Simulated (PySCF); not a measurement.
Coordinates in bohr (charge 0 multiplicity 3):
```
Mo    0.0000    0.0000    1.1298
O     0.0000    0.0000    4.2320
Br    3.9827    0.0000   -1.1297
Br   -3.9827    0.0000   -1.1297
```

Computed with PySCF, UPBE0, basis Mo def2-SVP with ECP28, O def2-SVP, Br def2-SVP (scalar-relativistic core potentials, no spin–orbit coupling, density fitting).

This geometry of MoOBr2 is a stationary point at this level.

(1) What is the point group?

(2) Is it a minimum?

(3) Which band is strongest in the infrared?

(4) Give the ideal-gas entropy at 298.15 K and 1 bar by parts.

(5) What is the atomisation energy, with and without zero-point energy?

Answers

(1) C2v.

(2) Yes: all harmonic wavenumbers are real.

(3) 1085 cm⁻¹ (a1), 189 km/mol.

(4) translation 178.8, rotation 119.5, vibration 54.6, spin 9.1; total 362.1 J/(mol K).

(5) 1279 kJ/mol without, 1267 kJ/mol with.

This need not be the most stable arrangement of these atoms. Open d and f shells are described by one determinant, and the ground state may have another occupation or spin.
